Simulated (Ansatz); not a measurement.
Method: frozen-core CCSD(T)/cc-pVTZ // B3LYP-D3(BJ)/def2-TZVP in Ansatz (a first-principles code). The restricted HF reference is unstable towards unrestricted orbitals.

Ansatz 0.2 input:
```yaml
crystal:
  periodic: [false, false, false]
  atoms:
    - { symbol: O, position_ang: [-0.565378, 0.799854, 1.523626] }
    - { symbol: Si, position_ang: [-0.985217, -0.578342, 0.719279] }
    - { symbol: O, position_ang: [-2.424213, -0.463714, -0.080559] }
    - { symbol: Si, position_ang: [0.815783, -0.903834, -0.717153] }
    - { symbol: Si, position_ang: [2.01028, 0.827308, -1.183933] }
    - { symbol: H, position_ang: [-1.09612, 1.065946, 2.279679] }
    - { symbol: H, position_ang: [-1.221746, -1.688287, 1.666594] }
    - { symbol: H, position_ang: [-2.453221, 0.111955, -0.850391] }
    - { symbol: H, position_ang: [0.670626, -1.910873, -1.794902] }
    - { symbol: H, position_ang: [3.068584, 0.821706, -2.217199] }
    - { symbol: H, position_ang: [2.180619, 1.918277, -0.204986] }
basis:
  gaussian: { orbitals: cc-pVTZ }
correlation:
  method: ccsd_t
```

Output:

```
Functional definition: HF
1437 factors; integrals over basis functions are off by at most 8.6e-4 eV
mean field evaluation 1: about -27754.7105 eV, gradient 4.8e1 eV
mean field evaluation 2: about -27755.0506 eV, gradient 4.8e1 eV
mean field evaluation 4: about -27759.7737 eV, gradient 3.7e0 eV
mean field evaluation 8: about -27759.8550 eV, gradient 2.2e-1 eV
mean field evaluation 16: about -27754.7099 eV, gradient 4.8e1 eV
mean field -27759.85541299 eV, -1020.1558701217 hartree, gradient 7.9e-6 eV, S^2 0.000000; 0 other end points of the search recorded, 0 dependent functions left out; unrestricted orbitals would lower it
17 core orbitals not correlated
reference -27759.85541299 eV, -1020.1558701217 hartree; 15, 15 occupied and 214, 214 virtual orbitals, 1437 factors
second order -22.86709877 eV of doubles, -0.00000000 eV of singles
cycle   1  -23.41400506 eV  change   -5.5e-1 eV  update   1.2e-1
cycle   2  -24.05833081 eV  change   -6.4e-1 eV  update   3.9e-2
cycle   3  -24.19526179 eV  change   -1.4e-1 eV  update   2.1e-2
cycle   4  -24.17770810 eV  change    1.8e-2 eV  update   6.0e-3
cycle   5  -24.17466187 eV  change    3.0e-3 eV  update   3.0e-3
cycle   6  -24.17593184 eV  change   -1.3e-3 eV  update   9.5e-4
cycle   7  -24.17552195 eV  change    4.1e-4 eV  update   4.3e-4
cycle   8  -24.17538658 eV  change    1.4e-4 eV  update   1.7e-4
cycle   9  -24.17550648 eV  change   -1.2e-4 eV  update   7.8e-5
cycle  10  -24.17552957 eV  change   -2.3e-5 eV  update   3.0e-5
perturbative correction -1.00110336 eV, -0.0367898701 hartree
Total energy: -27785.03204593 eV, -1021.0810943166 hartree
```

Cost: roughly 4 core-minutes.
